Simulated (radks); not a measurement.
Task: Co III, configuration [Ar] 3d7. Method: Dirac Kohn-Sham, PBE, spin-unpolarised, spherical densities, point nucleus; open shells fill j = l - 1/2 first; computed with a radial shooting solver on a logarithmic mesh with Libxc functionals.

Spin-orbit splittings of the eigenvalues, e(l+1/2) - e(l-1/2), with zeta = 2 splitting/(2l+1) and mean radii in bohr:

| shell | occ. | splitting (eV) | zeta (eV) | <r> j=l-1/2 | <r> j=l+1/2 |
|---|---|---|---|---|---|
| 2p | 6 | 14.83 | 9.885 | 0.2228 | 0.2259 |
| 3p | 6 | ? | ? | 0.8100 | 0.8197 |
| 3d | 7 | 0.1979 | 0.07916 | 1.019 | 1.024 |

Estimate the 3p splitting.

Result: 1.847 eV (zeta = 1.231 eV).
